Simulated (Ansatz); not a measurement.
A trace of molecular dynamics of CH₆O₂Si (10 atoms, charge 0, multiplicity 1).

Method: RKS PBE0/def2-SVP in Ansatz 0.2.0.

```
ensemble        : NVT, Nosé–Hoover chain
set temperature : 300 K
thermostat      : time constant 100 fs, chain length 5
seed            : 381893
```

```tsv
time (fs)	T (K)	potential energy less start (eV)	conserved less start (meV/atom)
0	300	0.000	0.00
3	202	0.102	0.04
6	239	0.063	-0.05
9	145	0.163	0.28
12	235	0.069	0.06
15	276	0.026	-0.06
18	179	0.129	0.22
21	277	0.027	-0.01
24	249	0.057	-0.03
27	288	0.016	-0.10
30	129	0.186	0.31
33	273	0.034	-0.09
36	262	0.047	-0.08
39	170	0.145	0.17
42	227	0.086	-0.04
45	212	0.103	-0.02
48	231	0.086	0.04
51	121	0.204	0.33
54	218	0.102	-0.01
57	194	0.128	0.01
60	145	0.184	0.20
63	172	0.156	0.05
66	201	0.127	-0.04
69	248	0.082	0.04
72	190	0.149	0.29
75	295	0.040	-0.11
```

Question: Can this run be trusted? Judge the integration.

Answer: The conserved energy stayed within 0.34 meV per atom of its start (net change -0.11 meV per atom), so the integration is sound. The mean temperature of the second half is 32 % below the set value. A run of 0.075 ps of so small a system gives no equilibrium averages. The time step was 0.5 fs.

Run time: 7.6 min on 1 thread of Arm Neoverse V1 (shared host), peak memory 0.17 GiB.
